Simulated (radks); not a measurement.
Values are calculated unless marked as measured or tabulated.
Question: Coulomb parameter of the 4f shell of neutral gadolinium in the model configuration [Xe] 4f7.5 5d1 6s1.5, as a second difference U = [E(n + 0.25) + E(n - 0.25) - 2 E(n)] / (0.25)^2 with all orbitals relaxed. "Bare": the charge of the atom changes with n. "Screened": the 6s shell takes up the change at fixed total charge, which measures U(4f,4f) + U(6s,6s) - 2 U(4f,6s). Code: a radial shooting solver on a logarithmic mesh with Libxc functionals. Model: scalar-relativistic Kohn-Sham, LDA (Slater exchange, Perdew-Wang correlation), spin-unpolarised, spherical densities, finite nucleus; Fermi nuclear charge, rms radius 5.1569 fm. Estimate both.

Answer: U(bare) = 12.064 eV, U(screened by 6s) = 6.028 eV, against the Slater integral F0(4f,4f) = 28.562 eV with frozen orbitals. The step up makes a negative ion, whose loosely bound charge lowers the bare value.
